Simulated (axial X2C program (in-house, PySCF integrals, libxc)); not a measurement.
MoBr: properties at the nuclei

Calculated with an in-house all-electron X2C program for linear molecules (integrals from PySCF): two-component X2C with atomic mean-field Coulomb and Gaunt terms, Gaussian nuclei, basis Mo dyall-cv3z, Br dyall-cv3z with contracted cores.

R = 2.438 Å (near the PBE0 minimum at charge 0 of the determinant lowest at the starting distance; the state shown can have its own minimum elsewhere).

Determinant lowest in the PBE0 search, Ω = 5/2 (⟨Sz⟩ = 2.50, ⟨Lz⟩ = 0.00 at PBE0), spin on the atoms Mo 2.50, Br 0.00:

```json
{"level": "PBE0", "Eeff magnitude (GV/cm)": "1.23", "Ws magnitude Mo (kHz)": "0.0972", "Ws magnitude Br (kHz)": "0.0817", "A∥/gI Mo (MHz)": "342", "qzz Mo (a.u.)": "-0.11", "A∥/gI Br (MHz)": "-27.8", "qzz Br (a.u.)": "2.68", "μ (D)": "-4.56"}
{"level": "HF", "Eeff magnitude (GV/cm)": "2.08", "Ws magnitude Mo (kHz)": "0.183", "Ws magnitude Br (kHz)": "0.15", "A∥/gI Mo (MHz)": "144", "qzz Mo (a.u.)": "-0.82", "A∥/gI Br (MHz)": "-43.5", "qzz Br (a.u.)": "1.89", "μ (D)": "-5.87"}
{"level": "B3LYP", "Eeff magnitude (GV/cm)": "0.735", "Ws magnitude Mo (kHz)": "0.0246", "Ws magnitude Br (kHz)": "0.0595", "A∥/gI Mo (MHz)": "396", "qzz Mo (a.u.)": "-0.01", "A∥/gI Br (MHz)": "-23.9", "qzz Br (a.u.)": "2.63", "μ (D)": "-4.29"}
{"level": "LDA", "Eeff magnitude (GV/cm)": "0.791", "Ws magnitude Mo (kHz)": "0.0272", "Ws magnitude Br (kHz)": "0.0686", "A∥/gI Mo (MHz)": "467", "qzz Mo (a.u.)": "0.23", "A∥/gI Br (MHz)": "-30.9", "qzz Br (a.u.)": "2.95", "μ (D)": "-3.64"}
{"level": "BP86", "Eeff magnitude (GV/cm)": "0.636", "Ws magnitude Mo (kHz)": "0.00885", "Ws magnitude Br (kHz)": "0.0584", "A∥/gI Mo (MHz)": "445", "qzz Mo (a.u.)": "0.22", "A∥/gI Br (MHz)": "-25.9", "qzz Br (a.u.)": "2.86", "μ (D)": "-3.71"}
```

Determinant 1.45 eV from it at PBE0 and this distance, Ω = 3/2 (⟨Sz⟩ = 2.50, ⟨Lz⟩ = -1.00 at PBE0), spin on the atoms Mo 2.51, Br -0.02:

| level | Eeff magnitude (GV/cm) | Ws magnitude Mo (kHz) | Ws magnitude Br (kHz) | A∥/gI Mo (MHz) | qzz Mo (a.u.) | A∥/gI Br (MHz) | qzz Br (a.u.) | μ (D) |
| --- | --- | --- | --- | --- | --- | --- | --- | --- |
| PBE0 | 4.23 | 1.29 | 0.189 | 1030 | -1.89 | -74 | -0.16 | -0.76 |
| HF | 4.05 | 1.36 | 0.0935 | 636 | -2.47 | -33.1 | 0.24 | -1.76 |
| B3LYP | 4.37 | 1.34 | 0.199 | 1090 | -1.82 | -62.9 | -0.19 | -0.80 |
| LDA | 3.93 | 1.2 | 0.185 | 1230 | -1.78 | -99.7 | -0.38 | -0.26 |
| BP86 | 4.04 | 1.2 | 0.212 | 1150 | -1.74 | -91.1 | -0.42 | -0.24 |

Eeff is the effective electric field on the electron electric dipole moment in this Ω state and Ws the scalar–pseudoscalar constant of the nucleus named (defined with the proton number Z and per Ω); A∥ (defined per Ω) follows by multiplying with gI = μI/(I μN); qzz is the electric field gradient, eQq0 = 234.96 MHz × Q/barn × qzz; μ is positive if the Br end (last atom) is positive. The operators were transformed with the bare-nucleus X2C matrices; with these basis sets, hyperfine constants and field gradients can be off by tens of per cent, and where levels differ in sign neither size nor sign is settled.

(1) With gI(79Br) = 1.4043, Q(79Br) = 0.3087 barn (g factors from the IAEA table of nuclear moments by Stone; Q from Pyykkö, Mol. Phys. 2018), turn the PBE0 values of the first state into constants in MHz.

Each state is one determinant with collinear spin, which with several unpaired electrons need not be a pure state. Unrestricted Hartree–Fock can overshoot spin polarisation at the nuclei. This is the top spin component of a Σ state; components of lower Ω are not single determinants and can lie lower. With several open shells hyperfine constants can be off by a factor of several. Where Eeff spreads by more than a factor of two the levels disagree and none is to be relied on. The search compared states at one distance, so a state with another bond length can lie lower. Further determinants of the search, some of them spin-mixed, are not shown. Where a field gradient or hyperfine factor spreads by more than a factor of two over the levels, a constant derived from it is not to be relied on. PBE0 term energies can be off by some tenths of an eV.

## Answers

(1) A∥(79Br) = -27.8 × 1.4043 = -39 MHz; eQq0(79Br) = 234.96 × (0.3087) × (2.68) = 194 MHz.
